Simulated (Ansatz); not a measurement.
Molecule: sum formula H3BNO2, charge 0, multiplicity 2. It need not be the lowest isomer of its formula. 
Geometry from a B3LYP-D3(BJ)/def2-TZVP (Ansatz, a quantum-chemistry and plane-wave program) optimisation:
```
B
O 1 1.3657
O 1 1.3766 2 120.99
H 3 0.9622 1 113.58 2 -6.87
N 1 1.4181 2 118.73 3 -179.22
H 5 1.0052 1 121.74 2 -6.18
H 5 1.0067 6 114.29 1 -159.65
```
Charge 0, spin multiplicity 2.

Basis-set convergence of Hartree-Fock and CCSD(T) correlation energies (hartree) with Ansatz. Valence correlation only, unless marked. Open shells are spin-unrestricted. No spin-orbit coupling. No relativistic terms.

| basis | functions | E(HF) | E(corr, CCSD(T)) |
|---|---|---|---|
| aug-cc-pVDZ | 119 | -230.74754 | -0.65652 |
| aug-cc-pVTZ | 253 | -230.80816 | -0.79817 |
| aug-cc-pVQZ | 458 | -230.82327 | -0.84373 |

Extrapolating the two largest sets (X = 3 and 4) as X^-3: E(corr) = (64·(-0.84373) - 27·(-0.79817))/37 = -0.8770 Eh, an estimate of the basis-set limit. The largest set recovers 96.2 % of it, the smallest 74.9 %.
